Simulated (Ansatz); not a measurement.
One geometry of Ga(py)F3 (C₅H₅F₃GaN), several levels of theory.

```yaml
crystal:
  periodic: [false, false, false]
  atoms:
    - {symbol: Ga, position_ang: [-0.006052, 0.021426, -2.568424]}
    - {symbol: N, position_ang: [0.001174, 0.001165, -0.545295]}
    - {symbol: C, position_ang: [1.037804, 0.538010, 0.121005]}
    - {symbol: C, position_ang: [1.064725, 0.562523, 1.512393]}
    - {symbol: C, position_ang: [-0.007135, 0.005415, 2.215406]}
    - {symbol: C, position_ang: [-1.066476, -0.569761, 1.507777]}
    - {symbol: C, position_ang: [-1.025578, -0.559596, 0.116722]}
    - {symbol: H, position_ang: [1.845853, 0.933652, -0.502547]}
    - {symbol: H, position_ang: [1.916534, 1.007702, 2.031282]}
    - {symbol: H, position_ang: [-0.013325, 0.012593, 3.309268]}
    - {symbol: H, position_ang: [-1.914256, -1.026903, 2.022791]}
    - {symbol: H, position_ang: [-1.803726, -1.008255, -0.508997]}
    - {symbol: F, position_ang: [1.736463, 0.052918, -2.827339]}
    - {symbol: F, position_ang: [-0.844134, 1.487895, -3.045951]}
    - {symbol: F, position_ang: [-0.921890, -1.458784, -2.838102]}
basis:
  gaussian: {orbitals: def2-SVP, initial_orbitals: start.molden}
hamiltonian: {xc: pbe0, dispersion: d4}
scf: {omitted_lower_state_checks: [starts]}
output: {orbitals: {seedname: orbitals}}
```

The file start.molden holds the orbitals of an earlier run on this structure, at another level or in another basis.

```sh
$ ansatz run in.yaml --threads 4 --pin off --events-out ev --progress --plain --max-ram 8704MiB
```

Shortened log:

```
Functional definition: PBE0
1827 factors; integrals over basis functions are off by at most 1.6e-3 eV
mean field evaluation 1: about -67248.4436 eV, gradient 1.2e1 eV
mean field evaluation 2: about -67248.7144 eV, gradient 1.9e-1 eV
mean field evaluation 4: about -67249.0194 eV, gradient 1.7e-3 eV
mean field -67249.01936597 eV, -2471.3558786769 hartree, gradient 3.4e-5 eV, S^2 0.000000; 0 other end points of the search recorded, 0 dependent functions left out
reference -67249.01940467 eV, -2471.3558800991 hartree; 50, 50 occupied and 133, 133 virtual orbitals, 1827 factors
Total energy: -67249.41340862 eV, -2471.3703594772 hartree
Checks for a lower state left out: starts
```

Run time 3.9 s (4 threads of Arm Neoverse V2 on a shared host).

As the first input, with `gaussian: {orbitals: def2-TZVP, initial_orbitals: start.molden}`, `hamiltonian: {xc: pbe, dispersion: d4}` (abridged; 6 s):

```
Functional definition: PBE
mean field -67271.57689870 eV, -2472.1848527147 hartree, gradient 1.7e-5 eV, S^2 0.000000
Total energy: -67272.03947752 eV, -2472.2018521727 hartree
Checks for a lower state left out: starts
```

As the first input, with `gaussian: {orbitals: 6-31G}`, `hamiltonian: {xc: hf}` (abridged; 1.2 s):

```
Functional definition: HF
mean field -67157.56521936 eV, -2467.9950007790 hartree, gradient 3.6e-5 eV, S^2 0.000000
Total energy: -67157.56521936 eV, -2467.9950007790 hartree
Checks for a lower state left out: starts
```

First input, but with `correlation: {method: ccsd_t}` and without the key `hamiltonian` (abridged; 2.9 min):

```
Functional definition: HF
mean field -67151.56629458 eV, -2467.7745443596 hartree, gradient 2.7e-6 eV, S^2 0.000000; unrestricted orbitals would lower it
18 core orbitals not correlated: weight in the atoms' cores, before any rotation towards them, 1.000 or more for the frozen orbitals, at most 0.000 for the correlated occupied ones
second order -42.89337520 eV of doubles, -0.00000000 eV of singles
cycle   1  -42.14509609 eV  change    7.5e-1 eV  update   1.7e-1
cycle   2  -43.29343460 eV  change    -1.1e0 eV  update   5.0e-2
cycle   3  -43.56256567 eV  change   -2.7e-1 eV  update   2.6e-2
cycle   4  -43.54940003 eV  change    1.3e-2 eV  update   7.0e-3
cycle   5  -43.54572053 eV  change    3.7e-3 eV  update   3.5e-3
cycle   6  -43.54732135 eV  change   -1.6e-3 eV  update   1.2e-3
cycle   7  -43.54731648 eV  change    4.9e-6 eV  update   5.2e-4
cycle   8  -43.54712050 eV  change    2.0e-4 eV  update   1.7e-4
cycle   9  -43.54710959 eV  change    1.1e-5 eV  update   7.3e-5
perturbative correction -1.42160530 eV, -0.0522430312 hartree
Total energy: -67196.53500948 eV, -2469.4271141509 hartree
Checks for a lower state left out: starts
```

As the first input, with `gaussian: {orbitals: def2-TZVP, initial_orbitals: start.molden}`, `hamiltonian: {xc: {name: PBE-QIDH}}` and without the key `output` (abridged; 20 s):

```
Functional definition: PBE-QIDH
mean field -67242.15841982 eV, -2471.1037435563 hartree, gradient 2.0e-6 eV, S^2 0.000000
18 core orbitals not correlated: weight in the atoms' cores, before any rotation towards them, 1.000 or more for the frozen orbitals, at most 0.000 for the correlated occupied ones
second order -59.43198495 eV of doubles, -0.00000000 eV of singles
Total energy: -67261.96909624 eV, -2471.8317724868 hartree
Checks for a lower state left out: starts
```

As the first input, with `gaussian: {orbitals: 6-31G}`, `hamiltonian: {xc: {name: B3LYP}, dispersion: d4}` (abridged; 2.7 s):

```
Functional definition: B3LYP
mean field evaluation 16: about -67278.9570 eV, gradient 2.1e-4 eV
mean field -67278.95699122 eV, -2472.4560661124 hartree, gradient 6.2e-5 eV, S^2 0.000000
Total energy: -67279.69843261 eV, -2472.4833135810 hartree
Checks for a lower state left out: starts
```

As the first input, with `gaussian: {orbitals: def2-TZVP, initial_orbitals: start.molden}`, `hamiltonian: {xc: lda}` (abridged; 3.2 s):

```
Functional definition: SPW92
mean field -67101.58813157 eV, -2465.9378807453 hartree, gradient 2.0e-5 eV, S^2 0.000000
Total energy: -67101.58817895 eV, -2465.9378824864 hartree
Checks for a lower state left out: starts
```

Geometry: r2SCAN-D4/def2-SVP.

The 6-31G sets use Cartesian d functions. B3LYP takes the VWN-RPA correlation. Correlated methods freeze 18 core orbitals; core or outer-core shells of Ga are correlated, in sets that lack core-valence functions. The restricted singlet is unstable towards broken spin symmetry in Hartree–Fock (as tested in another run); at HF/6-31G this wasn't settled. At CCSD(T)/def2-SVP the restricted singlet (for correlated methods, its reference) is unstable: a solution with broken spin symmetry lies lower.
